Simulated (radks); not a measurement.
Task: All-electron atom: Pr+ in [Xe] 4f3 6s1. Calculated with a radial shooting solver on a logarithmic mesh with Libxc functionals: non-relativistic Kohn-Sham, B86b exchange with PBE correlation, spin-polarised, spherical densities, point nucleus; open shells are filled with parallel spins first (spin-orbit coupling, left out, can overturn this in heavy ions); relativity is left out, which matters for an element this heavy. Some entries of the table are withheld. Estimate them.

| orbital | occ. | eigenvalue (hartree) | <r> (bohr) |
|---|---|---|---|
| 1s up | 1 | -1459.064 | 0.02573 |
| 1s down | 1 | -1459.064 | 0.02573 |
| 2s up | 1 | -227.8167 | 0.1101 |
| 2s down | 1 | -227.8161 | 0.1101 |
| 2p up | 3 | -215.7031 | 0.09351 |
| 2p down | 3 | -215.7028 | 0.09351 |
| 3s up | 1 | -49.19299 | 0.2874 |
| 3s down | 1 | -49.15852 | 0.2873 |
| 3p up | 3 | -43.92846 | 0.2772 |
| 3p down | 3 | -43.89679 | 0.2771 |
| 3d up | 5 | -34.12449 | 0.2482 |
| 3d down | 5 | -34.10130 | 0.2481 |
| 4s up | 1 | -9.84964 | 0.6543 |
| 4s down | 1 | -9.76700 | 0.6541 |
| 4p up | 3 | -7.87240 | 0.6739 |
| 4p down | 3 | -7.78938 | 0.6737 |
| 4d up | 5 | (1) | 0.7258 |
| 4d down | 5 | (2) | 0.7258 |
| 5s up | 1 | -1.52258 | 1.584 |
| 5s down | 1 | -1.47387 | 1.596 |
| 5p up | 3 | -1.00066 | 1.790 |
| 5p down | 3 | -0.95975 | 1.805 |
| 4f up | 3 | -0.38534 | 1.068 |
| 4f down | 0 | -0.31104 | 1.101 |
| 6s up | 1 | -0.29538 | 4.222 |

Result: 
(1) 4d up eigenvalue (hartree): -4.39868
(2) 4d down eigenvalue (hartree): -4.31512
